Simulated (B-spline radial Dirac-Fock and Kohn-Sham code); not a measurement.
Two-hole binding energies of Ag²⁺

System: silver as Ag²⁺, [Kr] 4d9, inside a Watson sphere of charge -2 and radius 1.8 Å (a model of the Madelung potential; inside it an electron's potential energy is raised by 16.0 eV).

The computed values come from an atomic code on a B-spline grid: multi-electron Dirac-Fock with separately optimised hole states, Breit and Lamb-shift corrections added in first order. U is the two-hole binding energy less the two single-hole energies, the effective repulsion of the holes after relaxation. Each two-hole energy is an average over J within one jj subconfiguration.

```csv
holes,E(a) (eV),E(b) (eV),E(ab) (eV),U (eV)
1s⁻¹ 2p1/2⁻¹,25530.5,3542.2,29278.7,205.9
1s⁻¹ 2p3/2⁻¹,25530.5,3369.3,29090.9,191.0
1s⁻¹ 3p1/2⁻¹,25530.5,622.8,26213.4,60.0
1s⁻¹ 3p3/2⁻¹,25530.5,591.5,26179.0,56.9
2s⁻¹ 2p1/2⁻¹,3829.9,3542.2,?,?
2p1/2⁻²,3542.2,3542.2,7232.3,147.9
2p1/2⁻¹ 3s⁻¹,3542.2,737.5,4329.0,49.3
2s⁻¹ 3d3/2⁻¹,3829.9,390.1,4272.6,52.7
2p1/2⁻¹ 3p3/2⁻¹,3542.2,591.5,4184.5,50.8
2p3/2⁻¹ 3p1/2⁻¹,3369.3,622.8,4044.1,51.9
2p1/2⁻¹ 3d3/2⁻¹,3542.2,390.1,3983.4,51.2
2p3/2⁻¹ 3d3/2⁻¹,3369.3,390.1,3813.0,53.6
3p1/2⁻¹ 3p3/2⁻¹,622.8,591.5,1252.2,37.9
3d3/2⁻²,390.1,390.1,821.9,41.8
```

Task: Give the missing two-hole energy and U.

Result: E(ab) = 7482.9 eV and U = 110.8 eV.
